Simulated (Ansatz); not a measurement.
One elementary step

Start structure (CH$_{8}$SeSi, singlet), relaxed at PBE0-D4/def2-TZVP:

```xyz
11
angstrom
Si -1.1955 0.2680 -0.0150
C -0.4341 -1.2606 0.7413
H -0.8876 0.3543 -1.4695
H -2.6760 0.2616 0.1397
H -0.6733 1.5021 0.6349
H 2.0098 1.8799 -0.0701
Se 2.8167 0.8713 -0.7656
H -0.6605 -1.3197 1.8082
H 0.6510 -1.2398 0.6189
H -0.8187 -2.1635 0.2616
H 1.8683 0.8462 -1.8844
```

The step: CH₆Si ([CH3][SiH3]) + H₂Se → SiH₄Se ([SiH3][SeH]) + CH₄; bonds formed: Si1–Se7, C2–H6; bonds broken: Si1–C2, H6–Se7. Computed with Ansatz 0.2.0 (basis: def2-TZVPP and def2-QZVPP); correlated methods freeze the cores. Filled d shells of the heavier atoms are correlated. The def2 sets are not built for correlating such inner shells, so the correlated values are less sure here. Extrapolation: Hartree–Fock as exp(−7.88 √X), correlation as X^−2.97. Energies below are by CCSD(T) at an estimated basis limit (MP2 extrapolated from triple and quadruple zeta, plus CCSD(T) − MP2 in triple zeta).

Q: What are the electronic barrier and the energy of the step, from the start structure to the end structure? (An estimate is asked for; the value comes from the calculation.)

A: The calculation gives: Barrier 53.93 kcal/mol; step energy -15.34 kcal/mol (downhill); reverse barrier, their difference, 69.28 kcal/mol. Barrier and step energy count from the start structure, the reverse barrier from the end structure.

The saddle point: One imaginary mode of 862i cm⁻¹.
```csv
pair,start (Å),saddle (Å),end (Å)
Si1–Se7,4.13,2.73,2.28
C2–H6,4.06,1.29,1.09
Si1–C2,1.87,2.15,4.24
H6–Se7,1.47,1.97,3.39
```

Zero-point energy (harmonic, PBE0-D4): ZPE is 47.37 kcal/mol at the start and 47.50 kcal/mol at the saddle, so the barrier goes from 53.93 to 54.07 kcal/mol.

The T1 diagnostic stays at or below 0.011.

Labels in which every atom is bracketed show which atoms are joined, not bond orders.

For scale, one of the runs: CCSD(T)/def2-TZVPP, 233 basis functions, launched by `ansatz run in.yaml --threads 4 --pin off --events-out ev --progress --plain --max-ram 9574MiB`. The run took 2 min on 4 CPU threads of an Arm Neoverse V1 (shared host), with 4 GiB of host memory at its peak.
